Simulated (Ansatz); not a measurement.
`O[Si@H](Cl)[Si@@H](O)F`, relaxed with RKS PBE0-D4/def2-TZVP in Ansatz 0.2.0 from a PBE-D4/def2-SVP geometry. The force threshold is 0.005 eV/Å; the program also tests the step.

Total charge 0; spin multiplicity 1.

Start:

```xyz
10

O     0.521   -2.143   -0.743
Si    0.831   -0.817    0.223
F     1.878    0.217   -0.542
Si   -0.966    0.682    0.466
O    -0.848    1.661   -0.893
Cl   -0.647    1.736    2.246
H     0.007   -1.979   -1.553
H     1.507   -1.365    1.438
H    -2.368    0.161    0.485
H     0.083    1.847   -1.127
```

Question: How much energy does the relaxation release, and in how many steps? (Best estimate.)

Answer: The calculation gave: 2.87 kcal/mol, in 15 steps.

Question: Which bonds change most? (An estimate is asked.)

Answer: Ansatz gave: Si2–F3 from 1.659 to 1.607 Å; Si4–O5 from 1.680 to 1.641 Å; O1–Si2 from 1.670 to 1.635 Å; Si4–Cl6 from 2.093 to 2.063 Å.

Question: Give the relaxed structure. (Estimate.)

Answer: Ansatz gave: 
```xyz
10

O     0.508   -2.104   -0.766
Si    0.858   -0.855    0.230
F     2.061    0.020   -0.378
Si   -0.906    0.691    0.431
O    -0.991    1.634   -0.910
Cl   -0.515    1.812    2.118
H     0.103   -1.926   -1.616
H     1.330   -1.469    1.489
H    -2.256    0.105    0.584
H    -0.191    2.091   -1.180
```
